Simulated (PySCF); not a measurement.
**La(OH)3(H2O) at several levels of theory**

Computed with PySCF 2.14.0 (density fitting, no spin-orbit coupling) at the geometry relaxed with PBE0:

```xyz
10
La(OH)3(H2O) (singlet)
La    0.1720   -0.2309    0.1323
O     1.3150    1.3159    1.1731
H     1.8740    1.8904    1.6971
O    -1.4752   -1.1504    1.2321
H    -2.1277   -1.6047    1.7657
O     1.1746   -1.4725   -1.3571
H     1.6759   -2.0407   -1.9423
O    -1.2532    1.3830   -1.3612
H    -1.3819    2.3193   -1.1683
H    -1.9788    1.1249   -1.9411
```

```csv
level,basis,state,HOMO (eV),gap (eV),charge on La1 (e),population of f-type functions on La1 (polarisation alone where 4f lies in the core),dipole about the centre of mass (D),largest force component (eV/Å)
PBE0,"La lcecp-1-SVP with ECP46, O def2-SVP, H def2-SVP",singlet,-6.92,6.34,1.08,0.11,4.54,0.02
TPSS,the same,singlet,-5.33,4.24,0.95,0.10,4.45,0.46
PBE0,"La lcecp-1-TZVP with ECP46, O def2-TZVP, H def2-TZVP",singlet,-7.22,6.39,1.62,0.15,4.61,0.26
```

In the lcecp rows the 4f levels are missing from HOMO and gap, and the state counts the valence alone.

Charges are Mulliken's, which hang on the basis. The relaxation used the grid (50, 194), these runs (75, 302) or, all-electron (x2c bases, spin-free X2C Hamiltonian), (99, 590).

Task: What does CAM-B3LYP with La lcecp-1-SVP with ECP46, O def2-SVP, H def2-SVP give here?

Result: state singlet, HOMO (eV) -8.35, gap (eV) 8.38, charge on La1 (e) 1.05, population of f-type functions on La1 (polarisation alone where 4f lies in the core) 0.11, dipole about the centre of mass (D) 4.58, largest force component (eV/Å) 0.11. Time: 12 s on 2 threads of Arm Neoverse V1, with other jobs on the host, from an already converged density.

In the first row's basis the gap widens with exact exchange: 4.2 eV for TPSS (none); 6.3 eV for PBE0 (a fixed share); 8.4 eV for CAM-B3LYP (rising or full at long range).

No frequency check is given that shows the relaxed geometry to be a minimum.
